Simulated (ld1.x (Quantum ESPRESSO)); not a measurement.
**Pseudopotential generation for Sb: PAW, BLYP, fully relativistic.**

ld1.x (Quantum ESPRESSO) 7.5 input, shortened:

```
&input
   title='Sb', zed=51., rel=2, dft='BLYP', iswitch=3,
   config='[Kr] 4d10 5s2 5p2.5', rel_dist='average'
 /
 &inputp
   pseudotype=3, lpaw=.true., tm=.true., lloc=-2, rcloc=1.60,
   nlcc=.false.,
   which_augfun='BESSEL', rmatch_augfun=1.30
 /
4
5S  1  0   2.00   0.00  1.60  2.10  0.0
5S  1  0   0.00   1.25  1.60  2.10  0.0
5P  2  1   2.50   0.00  2.05  2.30  0.0
5P  2  1   0.00   0.05  2.05  2.30  0.0
 &test
   configts(1)='5s2 5p2.5'
 /
```

Open shells are filled in proportion to 2j + 1 (rel_dist='average').

All-electron outer shells of the reference configuration (BLYP, scalar-relativistic, ld1.x):

```tsv
shell	level (eV)	outermost node (bohr)	outermost maximum (bohr)
4d	-37.32	0.38	0.84
5s	-16.49	0.95	1.88
5p	-8.15	1.04	2.29
```

**Question.** Does this generation succeed?

**Answer.** No. ld1.x (Quantum ESPRESSO) 7.5 stopped with "new_paw_hamiltonian: negative rho": the spherical valence density built from the smooth waves and the augmentation charge turned negative at some radius.
